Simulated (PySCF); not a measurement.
Stepwise substitution at one centre (Ga Cl-CH3). Gas-phase values, no solvent. Strings in code marks are SMILES.

Quantity: vertical ionisation energy (energy after one electron is removed minus that of the parent at the parent's geometry), in eV.

Level 1: PBE/6-31G* // B3LYP-D3(BJ)/def2-TZVP (PySCF)
Level 2: SVWN5/6-31G* // B3LYP-D3(BJ)/def2-TZVP (PySCF)
Level 3: minus the HOMO energy of B3LYP/6-31G* // B3LYP-D3(BJ)/def2-TZVP (PySCF)
Level 4: minus the HOMO energy of ωB97X-D3(BJ)/def2-TZVP // B3LYP-D3(BJ)/def2-TZVP (PySCF)

| species | level 2 | level 3 | level 4 |
|---|---|---|---|
| `[Cl][Ga]([Cl])[Cl]` | 11.06 | 9.12 | 11.97 |

Task: What does level 1 give for each?

Result: 
- `[Cl][Ga]([Cl])[Cl]`: 10.90
